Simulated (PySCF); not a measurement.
CH₈O₃Si₂, SMILES O[C@H]([SiH3])[SiH](O)O. Geometry: PBE-D3(BJ)/def2-SVP. The structure was generated by enumeration; whether it is a known compound was not checked. One conformer was computed; it need not be the lowest.

Problem. Give the equilibrium geometry at PBE-D3(BJ)/def2-SVP (PySCF confirms it by a frequency run) as a Z-matrix. (An estimate is asked for; the answer gives what the named calculation found.)

Solution. Several could match; the one computed here: 
```
C
H 1 1.1224
O 1 1.4348 2 112.82
H 3 0.9811 1 105.57 2 -84.39
Si 1 1.8847 2 106.65 3 -120.23
O 5 1.6740 1 107.66 2 -30.29
H 6 0.9722 5 116.54 1 -164.23
O 5 1.6933 6 113.58 7 85.47
H 8 0.9718 5 116.99 6 -98.71
H 5 1.5068 6 110.36 7 -36.15
Si 1 1.9045 2 107.24 3 118.33
H 11 1.5030 1 110.46 2 -64.07
H 11 1.5042 12 108.87 1 120.92
H 11 1.5067 12 109.40 13 118.92
```
Charge 0, spin multiplicity 1.
